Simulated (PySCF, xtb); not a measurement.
Cl2H8N2Si3, SMILES [SiH3]N[Si](Cl)(Cl)N[SiH3].

GFN2-xTB (xtb) at its own geometry gives an orbital gap of 5.38 eV and a dipole moment of 3.03 D.

Geometry: B3LYP-D3(BJ)/def2-SVP. Other conformers were not sampled.

Problem. What does PBE/def2-TZVP in PySCF give? (The exact figures need the calculation; the answer reports its results.)

Solution. gap 5.63 eV (levels -6.66 and -1.03 eV), dipole 1.93 D.
